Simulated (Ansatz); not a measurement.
A run for Ansatz (a first-principles code): R-CCSD(T)/def2-TZVPP on H2OPb (SMILES [OH][PbH]), a point of a torsion scan. Elements past Kr take the def2 small-core potentials; no spin–orbit coupling. The run froze 10 orbitals, filled d shells among them.

Ansatz 0.2 input:
```yaml
crystal:
  periodic: [false, false, false]
  atoms:
    - {symbol: O, position_ang: [-1.15466083, 0.36394535, 0.20400824]}
    - {symbol: Pb, position_ang: [0.93642640, 0.77272860, -0.19923788]}
    - {symbol: H, position_ang: [-1.50821201, -0.47963667, -0.06786679]}
    - {symbol: H, position_ang: [0.89169292, 2.45452541, 0.55167383]}
basis:
  gaussian:
    orbitals: def2-TZVPP
magnetization: {spin_polarized: false}
correlation: {method: ccsd_t, electrons: outside_noble_gas}
scf: {lower_state_search: off}
```

**Question.** Predict the final total energy.

**Answer.** -268.2411 hartree (reference determinant -267.8801, T1 diagnostic 0.021).
